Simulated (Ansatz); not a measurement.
Reaction (atomization): `S[SiH2]BCl` → B• + Cl• + 4 H• + S• + Si•

Gas-phase electronic energies from Ansatz, PBE0-D4/def2-TZVP geometries. CBS: MP2 limit from def2 TZ/QZ plus the TZ coupled-cluster correction, frozen cores. This one scheme is used for every species, atoms too. Functionals use def2-TZVPP. Open shells (•) are unrestricted, without spin–orbit coupling. Spin–orbit coupling would lower the free atoms: a little for B, Cl, S, Si. One conformer a species, not always the lowest.

CCSD(T)/CBS gives +2458.0 kJ/mol.

**Question.** Another level gave +2485.0 kJ/mol. Which?
A. CAM-B3LYP/def2-TZVPP
B. ωB97M-V/def2-TZVPP
C. ωB97X-V/def2-TZVPP
D. r2SCAN0/def2-TZVPP

**Answer.** C. ωB97X-V 2485.0, CAM-B3LYP 2438.8, ωB97M-V 2479.7, r2SCAN0 2452.2 kJ/mol.

Largest T1 diagnostic among the species: 0.014.

The D4 term adds +33.1 kJ/mol with B3LYP and +17.4 kJ/mol with PBE0; it sums over pairs of atoms, weighted by their polarisabilities, and B3LYP, whose exchange is more repulsive, gets the larger term. In def2-TZVPP, CCSD(T) changes the Hartree–Fock value by +529.6 kJ/mol (the triples alone add +36.3 kJ/mol) and MP2 by +558.2 kJ/mol; breaking electron pairs costs correlation energy, which Hartree–Fock lacks.

B3LYP here is the variant with VWN-RPA as its local correlation; programs differ in this.

For atomizations the MP2-based limit and the directly extrapolated one differ by several kJ/mol either way, and by 10 to 25 for some Ge, Se and Sn compounds, so smaller differences from it don't rank the levels.
